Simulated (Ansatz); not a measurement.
C₅HMnO₅, SMILES `[O+]#[C][MnH-5]([C]#[O+])([C]#[O+])([C]#[O+])[C]#[O+]`, relaxed with RKS PBE0-D4/def2-TZVP in Ansatz from a GFN2-xTB geometry. The force threshold is 0.005 eV/Å; the program also tests the step.

The species carries charge 0 and has multiplicity 1.

Start:

```xyz
12

O    -1.268   -0.101   -2.668
C    -0.876   -0.076   -1.600
Mn   -0.203   -0.032    0.076
C     1.454    0.241   -0.527
O     2.511    0.418   -0.909
C     0.350   -0.016    1.797
O     0.728   -0.006    2.871
C    -0.530    1.744    0.159
O    -0.704    2.868    0.195
C     0.002   -1.826    0.029
O     0.161   -2.953   -0.019
H    -1.623   -0.261    0.595
```

```json
{"step": "1", "energy (eV)": "-46741.6318", "largest force (eV/Å)": "1.044", "largest move (Å)": "0.000"}
{"step": "2", "energy (eV)": "-46741.7611", "largest force (eV/Å)": "0.435", "largest move (Å)": "0.084"}
{"step": "3", "energy (eV)": "-46741.8061", "largest force (eV/Å)": "0.297", "largest move (Å)": "0.080"}
{"step": "4", "energy (eV)": "-46741.8191", "largest force (eV/Å)": "0.255", "largest move (Å)": "0.052"}
{"step": "5", "energy (eV)": "-46741.8226", "largest force (eV/Å)": "0.060", "largest move (Å)": "0.018"}
{"step": "6", "energy (eV)": "-46741.8227", "largest force (eV/Å)": "0.026", "largest move (Å)": "0.002"}
{"step": "7", "energy (eV)": "-46741.8227", "largest force (eV/Å)": "0.000", "largest move (Å)": "0.001"}
```

End:

```xyz
12

O    -1.442   -0.120   -2.600
C    -0.876   -0.072   -1.618
Mn   -0.046   -0.007    0.017
C     1.655    0.270   -0.601
O     2.711    0.443   -0.984
C     0.358   -0.013    1.806
O     0.548   -0.026    2.925
C    -0.528    1.757    0.160
O    -0.881    2.830    0.269
C     0.012   -1.841    0.027
O    -0.010   -2.976    0.054
H    -1.500   -0.245    0.545
```

Run time 42 s (4 threads of an AMD EPYC 7R13 on a shared host and a share of an NVIDIA H100 80 GB); peak host memory 1.1 GiB.
